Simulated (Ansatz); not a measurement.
C₆H₈N, charge +2, quartet (typed; the unrestricted solution is spin-contaminated), at a GFN2-xTB geometry of the parent state (a state made from the parent by changing its charge; the spin is typed, not shown lowest); HF/6-31G (Ansatz, a first-principles code).

Ansatz was given this input:
Ansatz 0.2 input:
```yaml
crystal:
  periodic: [false, false, false]
  atoms:
    - {symbol: N, position_ang: [-2.30425052, -0.12061527, 0.27180916]}
    - {symbol: C, position_ang: [-0.82757295, -0.04569366, 0.10323231]}
    - {symbol: C, position_ang: [-0.15944776, -1.11856685, -0.45911143]}
    - {symbol: C, position_ang: [1.21444098, -1.03823908, -0.62400033]}
    - {symbol: C, position_ang: [1.89631888, 0.10159652, -0.22911857]}
    - {symbol: C, position_ang: [1.21199108, 1.16717272, 0.33326281]}
    - {symbol: C, position_ang: [-0.16195101, 1.09897995, 0.50342548]}
    - {symbol: H, position_ang: [-2.78447054, 0.22750643, -0.57082853]}
    - {symbol: H, position_ang: [-2.59438140, -1.09552601, 0.42848566]}
    - {symbol: H, position_ang: [-2.59876613, 0.45528902, 1.07228727]}
    - {symbol: H, position_ang: [-0.69294717, -2.00563691, -0.76522516]}
    - {symbol: H, position_ang: [1.74708685, -1.86814079, -1.05938005]}
    - {symbol: H, position_ang: [2.96511426, 0.15894672, -0.35848313]}
    - {symbol: H, position_ang: [1.74277946, 2.05294044, 0.64239962]}
    - {symbol: H, position_ang: [-0.69733690, 1.92743044, 0.94193878]}
basis:
  gaussian:
    orbitals: 6-31G
hamiltonian:
  xc: hf
total_charge: 2
magnetization: {spin_polarized: true, initial_magnetization: 3}
```

It wrote (shortened):

```
Functional definition: HF
1150 factors; integrals over basis functions are off by at most 2.2e-4 eV
mean field evaluation 1: about -7760.1568 eV, gradient 2.9e1 eV
mean field evaluation 2: about -7760.1646 eV, gradient 2.9e1 eV
mean field evaluation 4: about -7765.3259 eV, gradient 2.6e0 eV
mean field evaluation 8: about -7765.7245 eV, gradient 5.9e-1 eV
mean field evaluation 16: about -7761.5368 eV, gradient 1.9e1 eV
mean field evaluation 32: about -7765.6433 eV, gradient 3.7e-1 eV
mean field evaluation 64: about -7765.6774 eV, gradient 5.6e-2 eV
mean field evaluation 96: about -7765.6797 eV, gradient 1.9e-2 eV
mean field -7765.74823759 eV, -285.3859839183 hartree, gradient 4.1e-5 eV, S^2 3.913006; 1 other end points of the search recorded, 0 dependent functions left out
reference -7765.74823759 eV, -285.3859839183 hartree; 26, 23 occupied and 53, 56 virtual orbitals, 1150 factors
Total energy: -7765.74823759 eV, -285.3859839183 hartree
```
